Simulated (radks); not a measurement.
Fractional charge and spin in the 1s shell of lithium: the spin-up occupation runs from 0 to 1 and the spin-down occupation from 0 to 1; the fullest corner is Li+, 1s(up 1, down 1). Calculated with a radial shooting solver on a logarithmic mesh with Libxc functionals: non-relativistic Kohn-Sham, PBE, spin-polarised, spherical densities, point nucleus. Energy (eV) above the fullest corner. The planes named below are the two flat planes that join the four corners, with an edge along up + down = one added electron.

down \ up        0     0.25      0.5     0.75       1
0          197.466  164.035  132.132  102.522  75.361
0.25       164.035  133.778  104.993   78.401  54.147
0.5        132.132  104.993   79.259   55.613  34.188
0.75       102.522   78.401   55.613   34.806  16.102
1           75.361   54.147   34.188   16.102   0.000

Corners above the fullest one (they belong to Li2+ and the next ion): (up 1, down 0) 75.361 eV, (up 0, down 1) 75.361 eV, (up 0, down 0) 197.47 eV. With half an added electron in each spin the energy lies 3.898 eV from the planes (fractional-spin error, the static-correlation error of a stretched bond), and with half an added electron in spin up alone -4.281 eV (fractional-charge error). For a frontier s shell over closed shells the exact functional lies on the planes.
